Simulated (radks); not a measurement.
Spherical quantum dot in the effective-mass picture: electrons in a well V = -V0 / (1 + exp((r - R)/a)) with V0 = 5.71, R = 4.6, a = 0.46, with a point charge +1 (a donor) at the centre, all in effective atomic units (hartree* = m*/eps^2 hartree, bohr* = eps/m* bohr), one dielectric constant everywhere. Method: non-relativistic Kohn-Sham, PBE, spin-polarised, spherical densities; computed with a radial shooting solver with Libxc functionals. Levels are named by radial order and angular momentum (1s, 1p, 1d, 2s, ...), and open shells are averaged over m.

N = 11, configuration 1s2 1p6 1d(up 3, down 0). This is the lowest configuration that the search found. Occupied levels:

level,occupation,eigenvalue (hartree*),<r> (bohr*)
1s up,1,-2.5310,2.263
1s down,1,-2.5079,2.137
1p up,3,-2.2880,2.862
1p down,3,-2.2400,2.830
1d up,3,-2.0102,3.085

Energy (hartree*): total -43.0574, kinetic 4.9573, external -64.018, Hartree 19.422, exchange-correlation -3.4186.
